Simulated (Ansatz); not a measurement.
**Question.** Name a neutral molecule of F, Sb, Si and H with HOMO energy (PBE0/def2-TZVPP) between -7.45 and -7.15 eV and HOMO energy (PBE/def2-TZVPP) between -6.45 and -6.15 eV (Ansatz, PBE0-D4/def2-TZVP geometry).

**Answer.** `[F][SbH][SiH3]` (-7.35 eV, -6.31 eV); `[F][Sb]([F])[SiH3]` (-7.41 eV, -6.31 eV); `[F][Sb]([SiH3])[SiH3]` (-7.21 eV, -6.20 eV). Other molecules can fit too; these were computed, each in one conformer that needn't be the lowest.
